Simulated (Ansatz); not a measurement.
A structure relaxed at B3LYP-D4/def2-SVP in Ansatz, charge 0, singlet:

```xyz
4

B    -0.1627    0.6103   -0.5013
B     0.1609   -0.6108    0.5012
As    0.1990   -0.6756   -1.7639
As   -0.1972    0.6761    1.7640
```

Problem. Give its formula and point group.

Solution. B2As2 (the lowest singlet isomer of a short search). Point group C2h (tolerance 0.1 Å).

Problem. Summarise the bond lengths by kind (pairs closer than 1.2 times the sum of covalent radii, bridged metal pairs left out).

Solution. 4 × As–B 1.84 to 2.27 Å; 1 × B–B 1.61 Å.

The restricted singlet is unstable towards broken spin symmetry at other levels; at B3LYP-D4/def2-SVP this wasn't settled. At B3LYP-D4/def2-SVP a triplet of charge 0 lies 1.17 eV below the restricted singlet, each at its own geometry. The structure comes from a short search, and lower isomers may exist.
